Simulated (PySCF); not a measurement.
# ²⁹Si chemical shifts

PySCF 2.14 calculation with GFN2-xTB geometry and shielding tensors at PBE0/pcSseg-1 (GIAO); no solvent, single conformer, one averaged value for each set of equivalent atoms, non-relativistic Hamiltonian.

Shieldings were converted by a linear fit to measured shifts: ²⁹Si (scatter 8.9 ppm rms, 25.8 ppm with the 6 outliers that the fit left out vs TMS, solution or neat liquid). A few per cent of atoms miss by over 2 rms, more outside the fitted compound classes.

(1) Give the ²⁹Si shifts of `F[C@@H]([SiH3])C[SiH]1[SiH2]S[SiH2]1`, `F[C@@H]1C[Si@@H]([SiH2]S[SiH3])[SiH2]1`, `C1[SiH2][SiH2][SiH2][SiH2]1`, `CC#C[Si@@H](F)[C@H](C)OCC`, `O=CO[C@@H]1[C@H](F)C[SiH2][C@@H]1F`, `CCC(=O)/C(=C\F)O[SiH2]F`, `FC[SiH2][Si@@]1([SiH3])[SiH2]CS1`.

(2) Order these by ²⁹Si shift, lowest first.
A. O=CO[C@@H]1[SiH2][C@H]1CC(F)F
B. O=C([SiH3])O[C@@]1(F)C[C@@H]1CF
C. CC(=O)/C=C(/O[SiH3])C(F)F

Results:

(1) 
| compound | environment | δ (ppm) |
| --- | --- | --- |
| [F:1][C@@H:2]([SiH3:3])[CH2:4][SiH:5]1[SiH2:6][S:7][SiH2:8]1 | Si5: silicon bonded to C, 2 Si, H, in a 4-membered ring | -27.0 |
| [F:1][C@@H:2]([SiH3:3])[CH2:4][SiH:5]1[SiH2:6][S:7][SiH2:8]1 | Si6: silicon bonded to S, Si, 2 H, in a 4-membered ring | -29.5 |
| [F:1][C@@H:2]([SiH3:3])[CH2:4][SiH:5]1[SiH2:6][S:7][SiH2:8]1 | Si8: silicon bonded to S, Si, 2 H, in a 4-membered ring | -35.4 |
| [F:1][C@@H:2]([SiH3:3])[CH2:4][SiH:5]1[SiH2:6][S:7][SiH2:8]1 | Si3: silicon bonded to C, 3 H | -61.5 |
| [F:1][C@@H:2]1[CH2:3][Si@@H:4]([SiH2:5][S:6][SiH3:7])[SiH2:8]1 | Si8: silicon bonded to C, Si, 2 H, in a 4-membered ring | -36.6 |
| [F:1][C@@H:2]1[CH2:3][Si@@H:4]([SiH2:5][S:6][SiH3:7])[SiH2:8]1 | Si5: silicon bonded to S, Si, 2 H | -47.5 |
| [F:1][C@@H:2]1[CH2:3][Si@@H:4]([SiH2:5][S:6][SiH3:7])[SiH2:8]1 | Si7: silicon bonded to S, 3 H | -50.5 |
| [F:1][C@@H:2]1[CH2:3][Si@@H:4]([SiH2:5][S:6][SiH3:7])[SiH2:8]1 | Si4: silicon bonded to C, 2 Si, H, in a 4-membered ring | -66.7 |
| [CH2:1]1[SiH2:2][SiH2:3][SiH2:4][SiH2:5]1 | Si2/5: silicon bonded to C, Si, 2 H, in a 5-membered ring (×2) | -62.1 |
| [CH2:1]1[SiH2:2][SiH2:3][SiH2:4][SiH2:5]1 | Si3/4: silicon bonded to 2 Si, 2 H, in a 5-membered ring (×2) | -109.8 |
| CC#C[Si@@H](F)[C@H](C)OCC | silicon bonded to 2 C, F, H | -28.3 |
| O=CO[C@@H]1[C@H](F)C[SiH2][C@@H]1F | silicon bonded to 2 C, 2 H, in a 5-membered ring | -36.9 |
| CCC(=O)/C(=C\F)O[SiH2]F | silicon bonded to F, O, 2 H | -35.9 |
| [F:1][CH2:2][SiH2:3][Si@@:4]1([SiH3:5])[SiH2:6][CH2:7][S:8]1 | Si4: silicon bonded to S, 3 Si, in a 4-membered ring | -19.4 |
| [F:1][CH2:2][SiH2:3][Si@@:4]1([SiH3:5])[SiH2:6][CH2:7][S:8]1 | Si6: silicon bonded to C, Si, 2 H, in a 4-membered ring | -34.4 |
| [F:1][CH2:2][SiH2:3][Si@@:4]1([SiH3:5])[SiH2:6][CH2:7][S:8]1 | Si3: silicon bonded to C, Si, 2 H | -59.9 |
| [F:1][CH2:2][SiH2:3][Si@@:4]1([SiH3:5])[SiH2:6][CH2:7][S:8]1 | Si5: silicon bonded to Si, 3 H | -92.0 |

(2) A (-106.4 ppm, silicon bonded to 2 C, 2 H, in a 3-membered ring), B (-75.6 ppm, silicon bonded to C, 3 H), C (-31.4 ppm, silicon bonded to O, 3 H).
